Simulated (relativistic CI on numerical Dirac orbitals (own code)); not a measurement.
Magnetism of Pd+, 4d9, in a crystal field

Calculated by Dirac-Coulomb-Breit CI, KLI orbitals optimised for each configuration, model QED, valence Slater integrals scaled by 0.7, one configuration in a parametric crystal field (own radial code).

Field parameters in Wybourne normalisation: Oh B⁴₀ = 21Dq, B⁴₄ = √(5/14) B⁴₀. The field is a parameter set, without covalency.

S is read from ⟨S²⟩ = S(S + 1).

Powder χT (cm³ K mol⁻¹) by Van Vleck's formula, with temperature-independent terms:

| Field | 2 K | 5 K | 10 K | 20 K | 50 K | 100 K | 200 K | 300 K |
| --- | --- | --- | --- | --- | --- | --- | --- | --- |
| Oh, 10Dq = 3450 cm⁻¹ | 0.831 | 0.832 | 0.833 | 0.836 | 0.845 | 0.859 | 0.888 | 0.916 |
| Oh, 10Dq = 17200 cm⁻¹ | 0.495 | 0.495 | 0.495 | 0.496 | 0.498 | 0.501 | 0.507 | 0.513 |
| Oh, 10Dq = 19950 cm⁻¹ | 0.478 | 0.479 | 0.479 | 0.479 | 0.481 | 0.483 | 0.489 | 0.494 |
| Oh, 10Dq = 22750 cm⁻¹ | 0.466 | 0.466 | 0.466 | 0.467 | 0.468 | 0.47 | 0.475 | 0.479 |
| Oh, 10Dq = 25500 cm⁻¹ | 0.456 | 0.456 | 0.456 | 0.457 | 0.458 | 0.46 | 0.464 | 0.468 |
| Oh, 10Dq = 28250 cm⁻¹ | 0.448 | 0.448 | 0.448 | 0.449 | 0.45 | 0.452 | 0.455 | 0.459 |
| Oh, 10Dq = 31000 cm⁻¹ | 0.442 | 0.442 | 0.442 | 0.442 | 0.443 | 0.445 | 0.448 | 0.452 |
| Oh, 10Dq = 33750 cm⁻¹ | 0.436 | 0.436 | 0.436 | 0.437 | 0.438 | 0.439 | 0.442 | 0.445 |

Question: For Oh, 10Dq = 17200 cm⁻¹: what effective moment follows at 300 K?

Answer: μ_eff = √(8χT) = 2.02 μB. The ground level has S = 0.50; the spin-only moment for S = 1/2 is 1.73 μB. The difference comes from the orbital moment, spin-orbit mixing of terms and temperature-independent paramagnetism, all larger in this ionic model than in covalent complexes.
